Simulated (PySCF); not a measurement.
Ta(S)(F)2(OH) (F2HOSTa), SMILES [OH][Ta]([F])([F])=[S], multiplicity 1.

Geometry: B3LYP-D3(BJ)/def2-SVP. The multiplicity is an assumed one; no other spin state was optimised. The structure was generated by enumeration; whether it is a known compound was not checked. The def2 effective core potentials stand for the cores of Ta; spin–orbit coupling is left out. Other conformers were not sampled.

Method: PBE/def2-TZVP run with PySCF.

Symmetry labels are those of the subgroup Cs that the program uses (full group Cs).

Computed valence orbital energies around the gap with their symmetry:
```csv
orbital,symmetry,energy (eV)
HOMO−7,A",-10.99
HOMO−6,A',-10.72
HOMO−5,A",-10.37
HOMO−4,A',-9.47
HOMO−3,A",-9.20
HOMO−2,A',-7.77
HOMO−1,A',-6.87
HOMO,A",-6.78
LUMO,A',-2.69
LUMO+1,A",-2.48
LUMO+2,A',-1.66
LUMO+3,A',-1.49
```
